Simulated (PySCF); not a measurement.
# Ionisation energy of O²⁺ by level of theory

O²⁺ [He] 2s2 2p2 (3P) → O³⁺ [He] 2s2 2p1 (2P), as a difference of total energies. All numbers are calculated (PySCF 2.14, the spin-free X2C one-electron Hamiltonian (Gaussian nucleus), in aug-cc-pVQZ-DK (6s5p4d3f2g, 80 functions)). Correlated levels: valence: 1s2 frozen. The calculations carry no spin-orbit coupling.

```tsv
method	ionisation energy (eV)
UHF	54.603
MP2 (valence)	55.035
SCS-MP2 (valence)	54.882
CCSD (valence)	54.816
CCSD(T) (valence)	54.828
```

Task: How much does correlation contribute at CCSD(T) (valence)?

Result: 54.828 − (54.603) = 0.225 eV, measured against UHF.

A first-order spin-orbit estimate (lowest level to lowest level, LS coupling) adds -0.005 eV.

Errors of the correlated levels include the incompleteness of this basis and the frozen core.

For comparison: 54.936 eV (semi-empirical (NIST evaluation); NIST Atomic Spectra Database, ionization energies).
